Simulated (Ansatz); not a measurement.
`[SiH3][SeH]` + `CB(C)N` → `CB(C)N[SiH3]` + H₂Se at 700 K and 1 bar (ligand exchange at the Si–Se bond).

Program: Ansatz. Geometries: PBE0-D4/def2-TZVP. ΔE: electronic, gas phase. CCSD(T)/CBS is the MP2 limit (def2-TZVPP, def2-QZVPP) plus CCSD(T) − MP2 in def2-TZVPP, frozen cores. For Se outer-core shells are correlated without core-valence functions, which leaves a few kJ/mol of doubt a bond. Scalar relativity is left out up to krypton. One conformer a species, not always the lowest.

```csv
species,CCSD(T)/CBS energy (Eh),H − E (kJ/mol),S (J/(mol·K))
`[SiH3][SeH]`,-2692.20088,133.3,356.0
`CB(C)N`,-160.48988,349.6,424.0
`CB(C)N[SiH3]`,-450.78486,413.3,525.3
H₂Se,-2401.89790,61.1,251.1
```

H − E and S are ideal-gas, rigid-rotor, harmonic terms from PBE0-D4/def2-TZVP, for one conformer and one mirror image of each species. 1 Eh = 2625.50 kJ/mol, R = 8.31446 J/(mol·K).

Task: By hand: ΔE, ΔH, ΔS and ΔG.

Result: ΔE = (-450.78486) + (-2401.89790) − (-2692.20088) − (-160.48988) = 0.00800 Eh = 21.0 kJ/mol. Δ(H − E) = 413.3 + 61.1 − 133.3 − 349.6 = -8.5, so ΔH = 12.5 kJ/mol. ΔS = 525.3 + 251.1 − 356.0 − 424.0 = -3.6 J/(mol·K). ΔG = 12.5 − 700 × (-3.6)/1000 = 15.0 kJ/mol.

Task: By hand: the equilibrium constant, and the temperature at which ΔG would vanish if ΔH and ΔS stayed fixed.

Result: log₁₀ K = −ΔG/(RT ln 10) = -1.1. ΔH and −TΔS have one sign here, so there is no such temperature. One of them is within its doubt of zero, so this could turn.

The number of gas molecules stays the same, so ΔS is small and ΔH decides. A doubt of 5 kJ/mol in ΔE shifts log₁₀ K by 0.4 here. Other conformers and mirror images would add mixing entropy, several J/(mol·K) or more a flexible species. Modes under 60 cm⁻¹, often nearly free rotors, make the harmonic entropy too high. These are equilibria of isolated gas molecules and say nothing of rates. Largest T1 diagnostic: 0.011 (customary marks: 0.02 for closed shells, 0.045 for open ones).
